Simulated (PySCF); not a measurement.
C₆H₅Cl₅Si₂, SMILES Cl[SiH](Cl)c1ccc([Si](Cl)(Cl)Cl)cc1, singlet, GFN2-xTB optimised geometry. Atoms within 1.6 Å of the plane z = 0.0 Å (x, y, z in Å): Si1 (1.47, -3.08, 0.00), C4 (0.79, -1.32, 0.00), C5 (-0.59, -1.08, 0.00), C6 (-1.09, 0.20, 0.01), C7 (-0.25, 1.31, 0.01), C8 (1.13, 1.07, 0.01), C9 (1.63, -0.21, 0.00), Si10 (-0.91, 3.08, 0.03), Cl11 (-2.93, 3.08, 0.04), H14 (2.93, -3.08, 0.00), H15 (-1.27, -1.92, 0.00), H16 (-2.16, 0.35, 0.01), H17 (1.81, 1.91, 0.01), H18 (2.70, -0.36, 0.00).

Computed with PBE0/def2-SVP in PySCF. Cells within 0.4 Å of a nucleus heavier than hydrogen are left out (blank, or x).

Map of the log10 of the electron density (e/bohr³), floored at −4 on the plane z = 0.0 Å:

```
|00000000001222221000000000000|
|00001222222344432100000000000|
|00013444444455543200000000000|
|00134566655566554210000000000|
|00246788766677654310000000000|
|01356899877897654321000000000|
|013578xx987xx8654333210000000|
|013578xx8879x8654455431000000|
|00346788877788765677542000000|
|00235677666788877788642000000|
|0002345555578xx88898642000000|
|0000234456678xx9xx87642100000|
|00000245778899888x87643210000|
|00000246899xx8778998765320000|
|00000246788xx86678xx886421000|
|000001346778987789xx997531000|
|000000234578xx888988876421000|
|000000023578xx99x987655320000|
|0000000246789888x876543210000|
|00000002468987778876554321000|
|00000001356765577877666532000|
|000000002345545679x8787642000|
|00000000123333567xx9888642100|
|00000000001124567897777542000|
|00000000000123566766665431000|
|00000000000023456665544320000|
|00000000000013445544332100000|
|00000000000002334433211000000|
|00000000000000122221000000000|
```
Scale: ten equal steps from -4.00 (start of '0') to -0.198 (end of '9'), in the order '0123456789'; x runs from -5.50 to 5.50, y from -5.50 (bottom) to 5.50 (top).
